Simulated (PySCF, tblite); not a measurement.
Isomers of C7H6F2O. Computed values, GFN2-xTB/tblite, gas phase, harmonic and unscaled. Against measured fundamentals such values can be off by several per cent, at times by over 20. One conformer each.

Electronic energies: PBE0/pcSseg-1 single points on the GFN2-xTB geometries (PySCF, gas phase).

```tsv
SMILES	electronic energy, lowest = 0 (kcal/mol)
Oc1ccc(C(F)F)cc1	0.0
Cc1cc(F)c(O)cc1F	3.9
COc1cccc(F)c1F	22.2
COc1ccc(F)c(F)c1	19.6
```

Q: How do GFN2-xTB zero-point energies change the relative energies?

A: 
```tsv
SMILES	ZPE (kcal/mol)	of it from modes above 1550 cm⁻¹	electronic (kcal/mol)	with ZPE, lowest = 0 (kcal/mol)	lowest mode (cm⁻¹)	rings
Oc1ccc(C(F)F)cc1	70.9	31.4	0.0	0.0	22	1
Cc1cc(F)c(O)cc1F	70.5	31.5	3.9	3.5	35	1
COc1ccc(F)c(F)c1	70.7	30.7	19.6	19.5	83	1
COc1cccc(F)c1F	70.8	30.7	22.2	22.1	84	1
```

The zero-point energies span 0.4 kcal/mol, from `Cc1cc(F)c(O)cc1F` to `Oc1ccc(C(F)F)cc1`. The order is unchanged.

Q: And how do the electronic energies of GFN2-xTB itself compare?

A: `Oc1ccc(C(F)F)cc1` 3.8; `Cc1cc(F)c(O)cc1F` 0.0; `COc1ccc(F)c(F)c1` 9.7; `COc1cccc(F)c1F` 12.8 kcal/mol, lowest = 0. Against the energies above, taken from the same isomer `Oc1ccc(C(F)F)cc1`, the largest difference is 13.7 kcal/mol.

Q: What do entropy and thermal enthalpy add at 298.15 K and 1 bar (rigid rotor, harmonic oscillator, one conformer each)?

A: 
| SMILES | point group | symmetry number | S (cal/(mol K)) | H − H(0) (kcal/mol) | ZPE + H − H(0) − TS (kcal/mol) |
| --- | --- | --- | --- | --- | --- |
| Cc1cc(F)c(O)cc1F | C1 | 1 | 94.9 | 6.42 | 48.6 |
| COc1ccc(F)c(F)c1 | Cs | 1 | 92.1 | 6.17 | 49.4 |
| COc1cccc(F)c1F | Cs | 1 | 92.2 | 6.20 | 49.5 |

Not tabulated: `Oc1ccc(C(F)F)cc1` (lowest mode only 22 cm⁻¹).
